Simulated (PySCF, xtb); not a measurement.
Si(Me)(Cl)3 (CH₃Cl₃Si), SMILES C[Si](Cl)(Cl)Cl.

Harmonic wavenumbers (cm⁻¹) from xtb 6.7.1 with GFN2-xTB at its own minimum, in rising order: 101, 121, 121, 176, 176, 188, 401, 500, 501, 749, 841, 841, 1377, 1461, 1461, 3043, 3043, 3047.

Problem. What does B3LYP-D3(BJ)/def2-SVP in PySCF 2.14.0 give at its own minimum? (An estimate is asked for; the answer gives what the named calculation found.)

Solution. 153, 153, 164, 214, 214, 227, 444, 583, 583, 754, 818, 818, 1279, 1424, 1424, 3041, 3144, 3144. Paired by order, the mean absolute difference is 48 cm⁻¹ and the zero-point energies are 25.9 and 26.6 kcal/mol.
